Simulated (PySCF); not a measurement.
# Working out the ionisation energy of Ir

Ir [Xe] 4f14 5d7 6s2 (4F) → Ir+ [Xe] 4f14 5d7 6s1 (5F). All numbers are calculated (PySCF 2.14, a scalar-relativistic core potential, in def2-TZVPPD with the def2 core potential (60 electrons) (6s5p3d2f1g, 59 functions)). Frozen: nothing. Energies in hartree (1 hartree = 27.21139 eV):

```tsv
part	Ir (lower)	Ir+ (upper)
UHF	-103.445744	-103.187661
CCSD correlation	-0.456413	-0.401770
(T)	-0.015836	-0.010781
```

What does Hartree-Fock give?

(-103.187661) − (-103.445744) = 0.258083 hartree = 7.023 eV.

What do CCSD and CCSD(T) give?

The CCSD correlation energies differ by 0.054643 hartree = 1.487 eV and the triples by 0.005055 hartree = 0.138 eV, so CCSD gives 8.510 eV and CCSD(T) 8.648 eV.

Measured between the centres of the two terms (NIST): 8.926 eV, so CCSD(T) (valence and next inner shell) is off by -0.278 eV.

What remains against the reference includes basis incompleteness and higher excitations.
